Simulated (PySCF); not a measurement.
Screening by computed properties: pick the candidate that meets the target.

Species are written as SMILES; each is one conformer at its optimised geometry, gas phase, non-relativistic unless stated. Electronic properties by PySCF.

The conformers computed, where there is a choice (atom-mapped SMILES and torsion angles):
- `[CH:1]#[C:2][C@@H:3]([CH3:4])[CH2:5][SiH:6]([F:7])[F:8]`: C2–C3–C5–Si6 174°, C3–C5–Si6–F7 -44°
- `[CH:1]#[C:2][CH2:3][P:4]([CH3:5])[NH2:6]`: C2–C3–P4–C5 -172°, H–N6–P4–C3 65°, H–N6–P4–C3 -177°

**Question.** Wanted: lowest singlet excitation below 6 eV (TDDFT CAM-B3LYP/def2-SVPD) and smallest rotational constant below 1.47 GHz (GFN2-xTB), at GFN2-xTB geometries. Which candidate meets both?
A. `C#C[C@@H](C)C[SiH](F)F`
B. `C#CCP(C)N`
C. `[Si]=S` [singlet]
D. `O=C1C=C(Cl)C1`

**Answer.** D. Computed values:
| species | lowest singlet excitation | smallest rotational constant |
| --- | --- | --- |
| [Si]=S [singlet] | 3.76 eV | 8.468 GHz |
| O=C1C=C(Cl)C1 | 4.08 eV | 1.413 GHz |
| C#CCP(C)N | 5.53 eV | 1.517 GHz |
| C#C[C@@H](C)C[SiH](F)F | 6.68 eV | 0.752 GHz |
